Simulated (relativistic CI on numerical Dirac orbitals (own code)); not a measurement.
## Crystal-field levels of Cd3+, 4d9

Calculated by Dirac-Coulomb-Breit CI, orbitals from a KLI potential per configuration, model QED, valence Slater integrals scaled by 0.9, one configuration in a parametric crystal field (own radial code).

Field parameters in Wybourne normalisation: Td as Oh with Dq negative (B⁴₀ = 21Dq, B⁴₄ = √(5/14) B⁴₀). The field is a parameter set, without covalency.

S is read from ⟨S²⟩ = S(S + 1).

Levels (cm⁻¹, degeneracy): 0 (2), 2917 (4), 20240 (4).

**Question.** Which field gives this pattern?
A. Td, 10Dq = -19650 cm⁻¹
B. Td, 10Dq = -13300 cm⁻¹
C. Td, 10Dq = -17550 cm⁻¹
D. Td, 10Dq = -6900 cm⁻¹

**Answer.** C. Td, 10Dq = -17550 cm⁻¹, ground level with S = 0.50.
